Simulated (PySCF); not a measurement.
# Working out the ionisation energy of Sb²⁺

Sb²⁺ [Kr] 4d10 5s2 5p1 (2P) → Sb³⁺ [Kr] 4d10 5s2 (1S). All numbers are calculated (PySCF 2.14, a scalar-relativistic core potential, in def2-SVP with the def2 core potential (28 electrons)). Frozen: 4s2 4p6 4d10. Energies in hartree (1 hartree = 27.21139 eV):

```
            part  Sb²⁺ (lower)  Sb³⁺ (upper)
             UHF   -238.369662   -237.483531
CCSD correlation     -0.040654     -0.033161
             (T)     -0.000320      0.000000
```

Problem. What does Hartree-Fock give?

Solution. (-237.483531) − (-238.369662) = 0.886131 hartree = 24.113 eV.

Problem. What do CCSD and CCSD(T) give?

Solution. The CCSD correlation energies differ by 0.007493 hartree = 0.204 eV and the triples by 0.000320 hartree = 0.009 eV, so CCSD gives 24.317 eV and CCSD(T) 24.326 eV.

Reference: 25.323 eV (measured; NIST Atomic Spectra Database, ionization energies), between the lowest levels; spin-orbit coupling is absent from the calculation.

A double-zeta basis recovers only part of the correlation energy.

What remains against the reference includes basis incompleteness, the frozen core and higher excitations.
